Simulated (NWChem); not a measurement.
System: SnNH$_{3}$, singlet; SMILES [NH2][SnH]

Here is an NWChem input.

```
start job
memory heap 200 mb stack 900 mb global 1100 mb
geometry units angstroms noautoz
  Sn     0.027501    -0.323760     0.000000
  H     -1.761048    -0.375558     0.000000
  N      0.003365     1.703299     0.000000
  H     -0.829815     2.282990     0.000000
  H      0.845035     2.270788     0.000000
end
basis spherical
  * library def2-svp
end
ecp
  Sn library def2-ecp
end
dft
  xc xwpbe 1.00 cpbe96 1.0 hfexch 1.00
  cam 0.1 cam_alpha 0.0 cam_beta 1.0
  iterations 150
  vectors input atomic output neutral.movecs
end
task dft energy
charge 1
dft
  odft
  mult 2
  vectors input atomic output cation.movecs
end
task dft energy
```

Low-valent species are run as closed-shell singlets; no triplet was tried in these runs. Structure relaxed at the PBE0/def2-SVP level. def2 effective core potentials on Sn; no spin-orbit coupling.

Ions are spin-unrestricted doublets at the neutral geometry; other ion states weren't tried. Functional: LC-ωPBE (HJS hole) with def2-SVP; the question gives the range parameter ω in 1/bohr.

**Question.** What results follow from this input? (LC-wPBE (HJS exchange hole, range parameter 0.1 per bohr)/def2-SVP with def2 effective core potentials on Sn, vertical spin-unrestricted ions.) Quantities: vertical ionisation energy, ΔSCF (eV); −ε(HOMO) (eV).

**Answer.** The vertical ionisation energy, ΔSCF (eV) is 8.61 and the −ε(HOMO) (eV) is 6.80.
